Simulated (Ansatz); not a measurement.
```yaml
crystal:
  periodic: [false, false, false]
  atoms:
    - {symbol: C, position_ang: [-0.511330, 2.973181, 0.516983]}
    - {symbol: C, position_ang: [-0.307982, 1.795970, 0.315601]}
    - {symbol: Al, position_ang: [0.008952, -0.070119, 0.001243]}
    - {symbol: C, position_ang: [-0.814840, -1.376176, 1.187557]}
    - {symbol: C, position_ang: [1.151390, -0.544346, -1.502384]}
    - {symbol: H, position_ang: [-0.055502, -1.959492, 1.958967]}
    - {symbol: H, position_ang: [-0.055502, -2.009492, 1.658967]}
    - {symbol: H, position_ang: [-1.470499, -2.051834, 0.627423]}
    - {symbol: H, position_ang: [-1.407070, -0.913801, 1.979880]}
    - {symbol: H, position_ang: [2.155804, -0.128248, -1.368920]}
    - {symbol: H, position_ang: [0.766045, -0.116693, -2.433800]}
    - {symbol: H, position_ang: [1.252329, -1.623188, -1.642493]}
basis:
  gaussian: {orbitals: def2-TZVPP}
hamiltonian: {xc: {name: RPBE}}
```

```sh
$ ansatz run in.yaml --threads 4 --pin off --events-out ev --progress --plain --max-ram 10444MiB
```

It prints (some lines left out):

```
Functional definition: RPBE
1402 factors; their error is unknown
mean field evaluation 1: about -10814.5156 eV, gradient 9.5e1 eV
mean field evaluation 2: about -10586.2196 eV, gradient 2.0e2 eV
mean field evaluation 4: about -10837.1870 eV, gradient 2.3e1 eV
mean field evaluation 8: about -10837.1870 eV, gradient 2.3e1 eV
mean field evaluation 16: about -10838.6884 eV, gradient 1.4e-5 eV
mean field -10838.68835081 eV, -398.3144501653 hartree, gradient 1.5e-5 eV, S^2 0.000000; 3 other end points of the search recorded, 0 dependent functions left out
reference -10838.68840036 eV, -398.3144519864 hartree; 22, 22 occupied and 242, 242 virtual orbitals, 1402 factors
Total energy: -10838.68840036 eV, -398.3144519864 hartree
```

In this input one atom was put on top of another. The calculation finished and met its thresholds. The result belongs to that input, not to the molecule as meant.
